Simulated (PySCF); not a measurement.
Two-component Hartree-Fock for C³⁺ (carbon, charge +3)

Start: [He] 2s1; 2s1/2 filled at m_j = +1/2. Calculated with PySCF 2.14 in x2c-TZVPall-2c with one added diffuse shell each of s, p, d type (6s4p3d1f, 40 functions): generalised Hartree-Fock with the X2C-1e Hamiltonian and a Gaussian nucleus; one run each with spin-orbit coupling (SO) switched off, then screened by Boettger's factors. This is a chosen level, not necessarily the ground level.

| spinor shell | electrons | ε, spin-free (eV) | ε, screened SO (eV) | weight of nominal j (screened SO) | rms radius, screened SO (bohr) |
| --- | --- | --- | --- | --- | --- |
| 1s1/2 | 2 | -367.02 | -367.02 | 1.000 | 0.310 |
| 2s1/2 | 1 | -64.371 | -64.371 | 1.000 | 1.38 |

```csv
quantity,spin-free,screened SO
E (hartree),-34.73962,-34.73962
M_J,1/2,1/2
⟨J²⟩,0.750,0.750
⟨L²⟩,0.000,0.000
⟨S²⟩,0.750,0.750
```

Each row is a mean over spinors that exchange with the open shell spreads, by up to 2.315 eV (1s1/2).

Without spin-orbit coupling the j labels of p, d and f shells carry no meaning; the spin-free column gives the mean over the occupied spinors of each nl shell.
